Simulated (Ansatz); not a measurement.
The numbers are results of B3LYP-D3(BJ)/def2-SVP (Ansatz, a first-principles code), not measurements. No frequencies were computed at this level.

Ansatz 0.2 input:
```yaml
crystal:
  periodic: [false, false, false]
  atoms:
    - { symbol: S, position_ang: [-7.054319, -0.867687, 0.996804] }
    - { symbol: Ge, position_ang: [-4.952912, -1.235611, 0.423411] }
    - { symbol: Ge, position_ang: [-3.828968, 0.722996, -0.433316] }
    - { symbol: Ge, position_ang: [-1.467351, 0.636154, -0.874509] }
    - { symbol: Ge, position_ang: [-0.402126, 2.587427, -1.78865] }
    - { symbol: Ge, position_ang: [1.981484, 2.498298, -2.082127] }
    - { symbol: Ge, position_ang: [3.085944, 4.370297, -3.109594] }
    - { symbol: Ge, position_ang: [5.482876, 4.311067, -3.398031] }
    - { symbol: S, position_ang: [6.313845, 6.162305, -4.270606] }
    - { symbol: H, position_ang: [-7.341608, -0.164763, -0.090576] }
    - { symbol: H, position_ang: [-4.329043, -1.811709, 1.678116] }
    - { symbol: H, position_ang: [-4.924996, -2.401431, -0.561637] }
    - { symbol: H, position_ang: [-4.571641, 1.146729, -1.692881] }
    - { symbol: H, position_ang: [-4.150319, 1.892074, 0.4798] }
    - { symbol: H, position_ang: [-1.186406, -0.556824, -1.769526] }
    - { symbol: H, position_ang: [-0.752905, 0.217767, 0.396981] }
    - { symbol: H, position_ang: [-1.060112, 2.941197, -3.109275] }
    - { symbol: H, position_ang: [-0.762149, 3.799715, -0.951096] }
    - { symbol: H, position_ang: [2.346769, 1.244802, -2.855864] }
    - { symbol: H, position_ang: [2.643622, 2.215328, -0.746667] }
    - { symbol: H, position_ang: [2.477422, 4.638091, -4.479277] }
    - { symbol: H, position_ang: [2.726929, 5.658812, -2.392912] }
    - { symbol: H, position_ang: [5.940616, 3.134261, -4.255898] }
    - { symbol: H, position_ang: [6.258469, 4.137115, -2.108201] }
    - { symbol: H, position_ang: [5.368251, 6.279342, -5.19366] }
basis:
  gaussian: { orbitals: def2-svp }
hamiltonian:
  xc: b3lyp
  dispersion: d3bj
relax:
  max_steps: 150
```

Output:

```
[...]
reference -417515.44223814 eV, -15343.4095001206 hartree; 136, 136 occupied and 204, 204 virtual orbitals, 3589 factors
relax step   6: F+E_penalty+E_count = -417516.95645870 eV  Δ(F+E_penalty+E_count) = -7.822e-4 eV  max|allowed force component| = 5.391e-3 eV/Å  Δτ_max = 0.0289 Å  (28 SCF iters, accepted)
these checks for a lower state are left out or cut short: starts, cluster_reference, orbital_swaps, neighbouring_geometries, increment
3589 factors; integrals over basis functions are off by at most 3.1e-4 eV
mean field -417515.44101679 eV, -15343.4094552366 hartree, gradient 6.8e-6 eV, S^2 0.000000; 0 other end points of the search recorded, 0 dependent functions left out
reference -417515.44156791 eV, -15343.4094754901 hartree; 136, 136 occupied and 204, 204 virtual orbitals, 3589 factors
relax step   7: F+E_penalty+E_count = -417516.95702534 eV  Δ(F+E_penalty+E_count) = -5.666e-4 eV  max|allowed force component| = 2.814e-2 eV/Å  Δτ_max = 0.0583 Å  (28 SCF iters, accepted)
these checks for a lower state are left out or cut short: starts, cluster_reference, orbital_swaps, neighbouring_geometries, increment
3589 factors; integrals over basis functions are off by at most 3.1e-4 eV
mean field evaluation 64: about -417515.4406 eV, gradient 6.3e-6 eV
mean field -417515.44057204 eV, -15343.4094388924 hartree, gradient 6.3e-6 eV, S^2 0.000000; 0 other end points of the search recorded, 0 dependent functions left out
reference -417515.44112305 eV, -15343.4094591417 hartree; 136, 136 occupied and 204, 204 virtual orbitals, 3589 factors
relax step   8: F+E_penalty+E_count = -417516.95708632 eV  Δ(F+E_penalty+E_count) = -6.097e-5 eV  max|allowed force component| = 2.463e-2 eV/Å  Δτ_max = 0.0212 Å  (29 SCF iters, accepted)
these checks for a lower state are left out or cut short: starts, cluster_reference, orbital_swaps, neighbouring_geometries, increment
3589 factors; integrals over basis functions are off by at most 3.1e-4 eV
mean field -417515.44081773 eV, -15343.4094479215 hartree, gradient 1.5e-5 eV, S^2 0.000000; 0 other end points of the search recorded, 0 dependent functions left out
reference -417515.44136877 eV, -15343.4094681718 hartree; 136, 136 occupied and 204, 204 virtual orbitals, 3589 factors
relax step   9: F+E_penalty+E_count = -417516.95728496 eV  Δ(F+E_penalty+E_count) = -1.986e-4 eV  max|allowed force component| = 1.270e-2 eV/Å  Δτ_max = 0.0121 Å  (23 SCF iters, accepted)
these checks for a lower state are left out or cut short: starts, cluster_reference, orbital_swaps, neighbouring_geometries, increment
3589 factors; integrals over basis functions are off by at most 3.1e-4 eV
mean field -417515.44077686 eV, -15343.4094464195 hartree, gradient 9.8e-6 eV, S^2 0.000000; 0 other end points of the search recorded, 0 dependent functions left out
reference -417515.44132783 eV, -15343.4094666671 hartree; 136, 136 occupied and 204, 204 virtual orbitals, 3589 factors
relax step  10: F+E_penalty+E_count = -417516.95741533 eV  Δ(F+E_penalty+E_count) = -1.304e-4 eV  max|allowed force component| = 9.002e-3 eV/Å  Δτ_max = 0.0223 Å  (24 SCF iters, accepted)
these checks for a lower state are left out or cut short: starts, cluster_reference, orbital_swaps, neighbouring_geometries, increment
3589 factors; integrals over basis functions are off by at most 3.1e-4 eV
mean field -417515.44076894 eV, -15343.4094461283 hartree, gradient 9.7e-6 eV, S^2 0.000000; 0 other end points of the search recorded, 0 dependent functions left out
reference -417515.44131986 eV, -15343.4094663742 hartree; 136, 136 occupied and 204, 204 virtual orbitals, 3589 factors
relax step  11: F+E_penalty+E_count = -417516.95749667 eV  Δ(F+E_penalty+E_count) = -8.134e-5 eV  max|allowed force component| = 1.110e-2 eV/Å  Δτ_max = 0.0238 Å  (24 SCF iters, accepted)
these checks for a lower state are left out or cut short: starts, cluster_reference, orbital_swaps, neighbouring_geometries, increment
3589 factors; integrals over basis functions are off by at most 3.2e-4 eV
mean field -417515.44099499 eV, -15343.4094544355 hartree, gradient 1.0e-5 eV, S^2 0.000000; 0 other end points of the search recorded, 0 dependent functions left out
reference -417515.44154590 eV, -15343.4094746810 hartree; 136, 136 occupied and 204, 204 virtual orbitals, 3589 factors
relax step  12: F+E_penalty+E_count = -417516.95756183 eV  Δ(F+E_penalty+E_count) = -6.516e-5 eV  max|allowed force component| = 1.408e-2 eV/Å  Δτ_max = 0.0243 Å  (24 SCF iters, accepted)
these checks for a lower state are left out or cut short: starts, cluster_reference, orbital_swaps, neighbouring_geometries, increment
3589 factors; integrals over basis functions are off by at most 3.2e-4 eV
mean field -417515.44131608 eV, -15343.4094662353 hartree, gradient 2.0e-5 eV, S^2 0.000000; 0 other end points of the search recorded, 0 dependent functions left out
reference -417515.44186699 eV, -15343.4094864810 hartree; 136, 136 occupied and 204, 204 virtual orbitals, 3589 factors
relax step  13: F+E_penalty+E_count = -417516.95760473 eV  Δ(F+E_penalty+E_count) = -4.290e-5 eV  max|allowed force component| = 1.128e-2 eV/Å  Δτ_max = 0.0165 Å  (23 SCF iters, accepted)
these checks for a lower state are left out or cut short: starts, cluster_reference, orbital_swaps, neighbouring_geometries, increment
3589 factors; integrals over basis functions are off by at most 3.2e-4 eV
mean field evaluation 96: about -417515.4414 eV, gradient 2.4e-1 eV
mean field -417515.44158329 eV, -15343.4094760550 hartree, gradient 1.7e-5 eV, S^2 0.000000; 0 other end points of the search recorded, 0 dependent functions left out
reference -417515.44213422 eV, -15343.4094963016 hartree; 136, 136 occupied and 204, 204 virtual orbitals, 3589 factors
relax step  14: F+E_penalty+E_count = -417516.95763208 eV  Δ(F+E_penalty+E_count) = -2.735e-5 eV  max|allowed force component| = 1.091e-2 eV/Å  Δτ_max = 0.0076 Å  (23 SCF iters, accepted)
these checks for a lower state are left out or cut short: starts, cluster_reference, orbital_swaps, neighbouring_geometries, increment
3589 factors; integrals over basis functions are off by at most 3.2e-4 eV
mean field -417515.44180674 eV, -15343.4094842669 hartree, gradient 6.4e-6 eV, S^2 0.000000; 0 other end points of the search recorded, 0 dependent functions left out
reference -417515.44235768 eV, -15343.4095045134 hartree; 136, 136 occupied and 204, 204 virtual orbitals, 3589 factors
relax step  15: F+E_penalty+E_count = -417516.95765959 eV  Δ(F+E_penalty+E_count) = -2.750e-5 eV  max|allowed force component| = 1.705e-2 eV/Å  Δτ_max = 0.0246 Å  (28 SCF iters, accepted)
these checks for a lower state are left out or cut short: starts, cluster_reference, orbital_swaps, neighbouring_geometries, increment
3589 factors; integrals over basis functions are off by at most 3.2e-4 eV
mean field -417515.44177297 eV, -15343.4094830258 hartree, gradient 6.6e-6 eV, S^2 0.000000; 0 other end points of the search recorded, 0 dependent functions left out
reference -417515.44232375 eV, -15343.4095032665 hartree; 136, 136 occupied and 204, 204 virtual orbitals, 3589 factors
relax step  16: F+E_penalty+E_count = -417516.95761248 eV  Δ(F+E_penalty+E_count) = +4.711e-5 eV  max|allowed force component| = 2.674e-2 eV/Å  Δτ_max = 0.0429 Å  (28 SCF iters, rejected (line search))
these checks for a lower state are left out or cut short: starts, cluster_reference, orbital_swaps, neighbouring_geometries, increment
3589 factors; integrals over basis functions are off by at most 3.2e-4 eV
mean field -417515.44158365 eV, -15343.4094760683 hartree, gradient 6.5e-6 eV, S^2 0.000000; 0 other end points of the search recorded, 0 dependent functions left out
reference -417515.44213461 eV, -15343.4094963158 hartree; 136, 136 occupied and 204, 204 virtual orbitals, 3589 factors
relax step  17: F+E_penalty+E_count = -417516.95768397 eV  Δ(F+E_penalty+E_count) = -2.438e-5 eV  max|allowed force component| = 1.265e-2 eV/Å  Δτ_max = 0.0211 Å  (29 SCF iters, accepted)
these checks for a lower state are left out or cut short: starts, cluster_reference, orbital_swaps, neighbouring_geometries, increment
3589 factors; integrals over basis functions are off by at most 3.2e-4 eV
mean field evaluation 128: about -417515.4414 eV, gradient 6.6e-6 eV
mean field -417515.44144407 eV, -15343.4094709391 hartree, gradient 6.6e-6 eV, S^2 0.000000; 0 other end points of the search recorded, 0 dependent functions left out
reference -417515.44199506 eV, -15343.4094911874 hartree; 136, 136 occupied and 204, 204 virtual orbitals, 3589 factors
relax step  18: F+E_penalty+E_count = -417516.95760929 eV  Δ(F+E_penalty+E_count) = +7.468e-5 eV  max|allowed force component| = 2.326e-2 eV/Å  Δτ_max = 0.0296 Å  (28 SCF iters, rejected (line search))
these checks for a lower state are left out or cut short: starts, cluster_reference, orbital_swaps, neighbouring_geometries, increment
3589 factors; integrals over basis functions are off by at most 3.2e-4 eV
mean field -417515.44116414 eV, -15343.4094606517 hartree, gradient 1.7e-5 eV, S^2 0.000000; 0 other end points of the search recorded, 0 dependent functions left out
reference -417515.44171495 eV, -15343.4094808936 hartree; 136, 136 occupied and 204, 204 virtual orbitals, 3589 factors
relax step  19: F+E_penalty+E_count = -417516.95753964 eV  Δ(F+E_penalty+E_count) = +1.443e-4 eV  max|allowed force component| = 2.705e-2 eV/Å  Δτ_max = 0.0145 Å  (23 SCF iters, rejected (line search))
these checks for a lower state are left out or cut short: starts, cluster_reference, orbital_swaps, neighbouring_geometries, increment
3589 factors; integrals over basis functions are off by at most 3.2e-4 eV
mean field -417515.44159938 eV, -15343.4094766467 hartree, gradient 1.3e-5 eV, S^2 0.000000; 0 other end points of the search recorded, 0 dependent functions left out
reference -417515.44215032 eV, -15343.4094968930 hartree; 136, 136 occupied and 204, 204 virtual orbitals, 3589 factors
relax step  20: F+E_penalty+E_count = -417516.95782254 eV  Δ(F+E_penalty+E_count) = -1.386e-4 eV  max|allowed force component| = 5.458e-3 eV/Å  Δτ_max = 0.0070 Å  (23 SCF iters, accepted)
these checks for a lower state are left out or cut short: starts, cluster_reference, orbital_swaps, neighbouring_geometries, increment
3589 factors; integrals over basis functions are off by at most 3.2e-4 eV
mean field -417515.44150238 eV, -15343.4094730817 hartree, gradient 6.2e-6 eV, S^2 0.000000; 0 other end points of the search recorded, 0 dependent functions left out
reference -417515.44205326 eV, -15343.4094933264 hartree; 136, 136 occupied and 204, 204 virtual orbitals, 3589 factors
relax step  21: F+E_penalty+E_count = -417516.95786303 eV  Δ(F+E_penalty+E_count) = -4.048e-5 eV  max|allowed force component| = 9.735e-3 eV/Å  Δτ_max = 0.0210 Å  (24 SCF iters, accepted)
3589 factors; integrals over basis functions are off by at most 3.2e-4 eV
mean field evaluation 160: about -417515.4415 eV, gradient 4.7e-4 eV
mean field -417515.44150238 eV, -15343.4094730817 hartree, gradient 6.2e-6 eV, S^2 0.000000; 1 other end points of the search recorded, 0 dependent functions left out
reference -417515.44205326 eV, -15343.4094933264 hartree; 136, 136 occupied and 204, 204 virtual orbitals, 3589 factors
Total energy: -417516.95841391 eV, -15343.4652185524 hartree
Atom 0 at    -7.052759    -0.837771     0.768719 Å, force    -0.003124     0.000058     0.001884 eV/Å
Atom 1 at    -4.841490    -1.173002     0.452316 Å, force     0.004546    -0.001696    -0.001199 eV/Å
Atom 2 at    -3.800444     0.866293    -0.396625 Å, force    -0.003303     0.004319    -0.001311 eV/Å
Atom 3 at    -1.415432     0.594433    -0.862256 Å, force    -0.001208    -0.000967     0.000304 eV/Å
Atom 4 at    -0.419028     2.636683    -1.761760 Å, force     0.000256     0.003280     0.004926 eV/Å
Atom 5 at     1.986461     2.400861    -2.123308 Å, force     0.000938    -0.002033    -0.003754 eV/Å
Atom 6 at     2.978764     4.431575    -3.056427 Å, force    -0.000909     0.004405     0.000354 eV/Å
Atom 7 at     5.396769     4.255438    -3.349191 Å, force    -0.005503    -0.002901     0.002662 eV/Å
Atom 8 at     6.199611     6.134357    -4.311455 Å, force    -0.002978     0.005207    -0.009735 eV/Å
Atom 9 at    -7.281862    -0.447886    -0.506840 Å, force    -0.000023    -0.000086    -0.001370 eV/Å
Atom 10 at    -4.313674    -1.544797     1.852600 Å, force    -0.000188     0.000338     0.000180 eV/Å
Atom 11 at    -4.607461    -2.363543    -0.507255 Å, force    -0.000670     0.001931     0.000622 eV/Å
Atom 12 at    -4.529944     1.277001    -1.697535 Å, force     0.001466    -0.001104     0.002847 eV/Å
Atom 13 at    -4.004227     1.999744     0.633287 Å, force     0.000867    -0.004055    -0.004119 eV/Å
Atom 14 at    -1.216170    -0.558790    -1.873305 Å, force    -0.000850    -0.000360     0.000648 eV/Å
Atom 15 at    -0.683954     0.197697     0.441310 Å, force     0.001052     0.001025    -0.000377 eV/Å
Atom 16 at    -1.108045     2.994843    -3.099088 Å, force     0.002421    -0.001659     0.001935 eV/Å
Atom 17 at    -0.672677     3.804350    -0.780386 Å, force    -0.000448    -0.000539    -0.001182 eV/Å
Atom 18 at     2.247669     1.216347    -3.082816 Å, force     0.000849     0.000491     0.000637 eV/Å
Atom 19 at     2.673548     2.066360    -0.778621 Å, force    -0.002399     0.000541    -0.000765 eV/Å
Atom 20 at     2.341103     4.722392    -4.435351 Å, force     0.000044    -0.000809     0.001857 eV/Å
Atom 21 at     2.672820     5.633384    -2.135137 Å, force     0.001148    -0.002690    -0.002189 eV/Å
Atom 22 at     5.771777     3.014216    -4.192118 Å, force     0.000536    -0.002599    -0.003051 eV/Å
Atom 23 at     6.130684     4.184045    -1.995186 Å, force     0.002147    -0.000283     0.002684 eV/Å
Atom 24 at     5.389331     6.051520    -5.392764 Å, force     0.005337     0.000185     0.007512 eV/Å
Dipole moment:    -0.009182    -0.133348    -0.216175 e Å
```

Cost: around 50 core-minutes (rough).
